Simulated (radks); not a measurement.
The numbers below are computed, except where a source is named.
Species: the thallium ion Tl8+. Configuration: [Xe] 4f14 5d5. Code: a radial shooting solver on a logarithmic mesh with Libxc functionals. Model: Dirac Kohn-Sham, relativistic LDA (MacDonald-Vosko exchange, VWN5 correlation), spin-unpolarised, spherical densities, finite nucleus; open shells fill j = l - 1/2 first; Fermi nuclear charge, rms radius 5.4759 fm.

Spin-orbit splittings of the eigenvalues, e(l+1/2) - e(l-1/2), with zeta = 2 splitting/(2l+1) and mean radii in bohr:

shell  occ.  splitting (eV)  zeta (eV)  <r> j=l-1/2  <r> j=l+1/2
2p        6            2037       1358      0.05611      0.06486
3p        6           453.4      302.3       0.1679       0.1839
3d       10           97.45      38.98       0.1597       0.1646
4p        6           110.7      73.77       0.3939       0.4282
4d       10               ?          ?       0.4334       0.4445
4f       14           4.636      1.325       0.4617       0.4680
5p        6           21.91      14.61       0.9146       0.9924
5d        5           3.134      1.254        1.158        1.184

Estimate the 4d splitting.

Answer. 20.79 eV (zeta = 8.315 eV).
